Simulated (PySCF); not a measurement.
# BSe: from constants to spectrum

ROHF-CCSD(T) constants of BSe, ²Σ⁺ (doublet), unpaired electrons σ ↑ (PySCF, no relativity, basis sets B aug-pcseg-1, Se aug-pcseg-1; masses 11.0093 and 79.9165 u):

```
ωe           : 955.9 cm⁻¹
ωexe         : 4.81 cm⁻¹
Be           : 0.56007 cm⁻¹
αe           : 0.00376 cm⁻¹
De to B + Se : 4.55 eV
```

Question: What force constant and bond length do these constants imply?

Answer: Reduced mass μred = 9.6763 u; k = 5.8918×10⁻⁷·μred·ωe² (u, cm⁻¹, mdyn/Å) = 5.21 mdyn/Å; Re = √(16.8576/(μred·Be)) (u, cm⁻¹, Å) = 1.764 Å.

Question: Estimate the centrifugal constant D from the Kratzer relation and find the Dunham coefficient a1.

Answer: D = 4Be³/ωe² = 7.69e-07 cm⁻¹; a1 = −1 − αeωe/(6Be²) = -2.91.

Correlated steps freeze 10 core orbitals. Correlated levels converge slowly with the basis: in double zeta they bind strong bonds too weakly, by up to about 1 eV, and carry superposition errors of some tenths. Spin–orbit coupling is left out. The state is the lowest determinant that a PBE0 search found; another state may lie lower at other levels.
